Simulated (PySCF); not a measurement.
## SnO₂⁻, doublet: computed properties

All numbers come from UB3LYP/[Sn def2-SVPD with ECP28, O def2-SVPD], scalar-relativistic core potentials, density fitting, no spin–orbit coupling, PySCF.

The structure is a minimum.

```json
{
  "Point group": "C2v",
  "Bond lengths": "Sn–O 1.943 Å (×2)",
  "Bond angles": "O–Sn–O 127.1°",
  "Principal polarisabilities": "54.3, 65.4, 98.0 bohr³",
  "Rotational constants": "0.8917, 0.1742, 0.1457 cm⁻¹",
  "Entropy at 298.15 K and 1 bar (electronic part: spin only)": "284.7 J/(mol K)",
  "Zero-point energy": "8.3 kJ/mol",
  "Heat capacity Cp at 298.15 K": "49.6 J/(mol K)",
  "Highest occupied level (α)": "-1.34 eV",
  "Enthalpy at 298.15 K above 0 K": "12.32 kJ/mol",
  "Principal quadrupole moments (Buckingham, traceless) about the centre of mass": "-21.69, 7.08, 14.61 D Å",
  "Dipole moment about the centre of mass": "3.59 D",
  "Rotational symmetry number": "2",
  "Spin squared ⟨S²⟩": "0.766",
  "Lowest empty level (β)": "1.23 eV"
}
```

Harmonic modes (masses in u: Sn 119.902, O 15.995):
```csv
symmetry,ω (cm⁻¹),IR (km/mol)
a1,173,30.3
b2,590,42.7
a1,627,18.0
```

In C2v the vibrations span 2a1 + b2. Here b1 is antisymmetric to the molecular plane and b2 lies in it.

Charges (e); Mulliken and Löwdin values are unreliable with diffuse functions:
| atom | Mulliken | Löwdin | polar tensor | spin (Mulliken) | Mayer order to Sn1 |
| --- | --- | --- | --- | --- | --- |
| Sn1 | 1.02 | 0.98 | 0.23 | 0.29 | – |
| O2,3 | -1.01 | -0.99 | -0.62 | 0.36 | 1.07 |

Mulliken populations on Sn1 (electrons outside its core potential): s 3.62, p 7.22, d 10.13.

Outer orbital energies (eV). α occupied: -17.79, -6.78, -4.06, -3.01, -2.90, -2.14, -2.13, -1.34; empty: 2.91, 4.23, 4.64, 5.19. β occupied: -17.37, -17.03, -6.21, -2.69, -2.64, -2.54, -1.81, -1.52; empty: 1.23, 3.16, 4.36, 4.87.

Only a few start shapes were tried, so a lower isomer may exist. The lowest empty level of this anion is unbound, so it and the gap depend on the basis. Spin–orbit coupling, left out here, can matter for elements this heavy.

The final relaxation and frequency run took roughly 60 core-seconds on a shared host.
